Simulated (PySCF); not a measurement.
# Structure elucidation problem

An unknown has the formula C$_{8}$H$_{12}$N$_{2}$. Its calculated NMR data are:

1H NMR (400 MHz, computed): δ 7.65 (m, 1H), 7.51 (m, 1H), 6.73 (m, 1H), 5.76 (m, 1H), 5.28 (m, 1H), 4.10 (sept, 1H), 1.60 (d, 6H).

13C{1H} NMR (computed): δ 144.4 (CH), 136.0 (CH), 127.9 (CH), 126.3 (C), 114.8 (CH2), 56.7 (CH), 25.7 (CH3).

Computed data (PySCF 2.14.0 with density-fitted response routines): shieldings: GIAO PBE0/pcSseg-1, coordinates at the GFN2-xTB level. No relativistic terms, isolated molecule, one computed conformer, rapidly exchanging positions averaged.

Shifts are taken against calculated references (same method and geometry level): TMS for 1H (σref 31.72) and 13C (σref 186.93).

Which candidate is it?
A. CC(C)(C)c1ccnnc1
B. C=CCn1ncc(C)c1C
C. C=Cc1cnn(C(C)C)c1
D. C=Cn1ccc(C(C)C)n1
E. CCc1nncc(C)c1C

## Answers

C. 

- The formula gives 4 degrees of unsaturation (1 ring in the answer).
- 7 carbon signals for 8 carbons: some carbons are equivalent by symmetry or fast rotation.
- Carbon types of the structure: 1 × C, 4 × CH, 1 × CH2, 2 × CH3, which accounts for all hydrogens.
- δC 144.4, 127.9: aromatic CH next to a ring nitrogen.
- δC 136.0: alkene CH; as expected for a trigonal carbon in a double bond.
- δC 126.3: substituted aromatic carbon.
- δC 114.8: terminal =CH2 carbon; the olefinic region.
- δH 7.65, 7.51: hydrogen on an aromatic CH next to a ring nitrogen; aromatic region.

The others: C=CCn1ncc(C)c1C would give 8 carbon signals, not 7; CC(C)(C)c1ccnnc1 would give 6 carbon signals, not 7; CCc1nncc(C)c1C would give 8 carbon signals, not 7; C=Cn1ccc(C(C)C)n1 has carbons computed at 166.2, 137.2, 135.1, 108.3, 105.8, 33.0, 26.2.

Shifts are as computed. Against solution values, carbons near 30 ppm lie about +3 ppm off and those near 130 ppm about +5 ppm. Of 1211 compounds with measured shifts, 218 miss one by over three times the rms of a fit or turn the order of signals round; such compounds aren't used in these exercises. No couplings were computed; multiplicities are counted from neighbouring protons, with m where these are inequivalent, close in shift, in a saturated or five-membered ring or joined by F or P, and br s for small geminal =CH2 splittings.
